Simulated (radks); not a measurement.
Polarisability of neutral iridium, [Xe] 4f14 5d7 6s2, at imaginary frequency. Calculated with a radial shooting solver on a logarithmic mesh with Libxc functionals: scalar-relativistic Kohn-Sham, LDA (Slater exchange, VWN5 correlation), spin-polarised, spherical densities, finite nucleus; open shells are filled with parallel spins first (spin-orbit coupling, left out, can overturn this in heavy ions); Fermi nuclear charge, rms radius 5.4032 fm. Response by self-consistent Sternheimer equations with the Hartree and adiabatic LDA kernel, the relativistic mass of each level held fixed and spin-orbit coupling left out.

| w (hartree) | alpha1(iw) (bohr^3) |
|---|---|
| 0.00266 | 45.31 |
| 0.0143 | 45.18 |
| 0.0360 | 44.46 |
| 0.0697 | 42.32 |
| 0.118 | 37.91 |
| 0.186 | 31.27 |
| 0.280 | 23.73 |
| 0.413 | 16.89 |
| 0.605 | 11.47 |
| 0.892 | 7.451 |
| 1.35 | 4.539 |
| 2.12 | 2.498 |
| 3.59 | 1.174 |
| 6.94 | 0.4348 |
| 17.5 | 0.1047 |

Static values: alpha1 = 45.32 bohr^3 (6.715 angstrom^3; uncoupled 93.20). C6 = 491.1, triple-dipole C9 = 15270 atomic units. One-pole (London) frequency 4 C6 / (3 alpha1^2) = 0.319 hartree, against 0.225 for minus the highest occupied eigenvalue. Recommended static value: 54 bohr^3 (Schwerdtfeger and Nagle, 2023 table).
